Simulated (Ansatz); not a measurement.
Ansatz (a quantum-chemistry and plane-wave program) input (B3LYP/def2-TZVPD):

Ansatz 0.2 input:
```yaml
crystal:
  periodic: [false, false, false]
  atoms:
    - {symbol: Re, position_ang: [-0.00000000, -0.00000000, -0.16276166]}
    - {symbol: O, position_ang: [0.00000000, 0.00000000, 1.52589059]}
basis:
  gaussian:
    orbitals: def2-TZVPD
hamiltonian:
  xc: {name: B3LYP}
total_charge: -1
magnetization: {spin_polarized: true, initial_magnetization: 4}
```

Output:

```
Functional definition: B3LYP
integrals: 0.02 GiB planned
596 factors; their error is unknown
mean field: 0.25 GiB planned
mean field evaluation 1: about -4174.4724 eV, gradient 2.3e1 eV
mean field evaluation 2: about -4169.5882 eV, gradient 4.2e1 eV
mean field evaluation 4: about -4177.7635 eV, gradient 9.1e0 eV
mean field evaluation 8: about -4178.0773 eV, gradient 3.5e-2 eV
mean field evaluation 16: about -4178.1001 eV, gradient 2.1e-5 eV
mean field -4178.10014014 eV, -153.5423481322 hartree, gradient 1.8e-5 eV, S^2 6.029509; 2 other end points of the search recorded, 0 dependent functions left out
reference -4178.10030520 eV, -153.5423541978 hartree; 14, 10 occupied and 69, 73 virtual orbitals, 596 factors
Total energy: -4178.10030520 eV, -153.5423541978 hartree
```

This state (charge -1, quintet) is run at the relaxed geometry of the species with charge 0 and multiplicity 4.
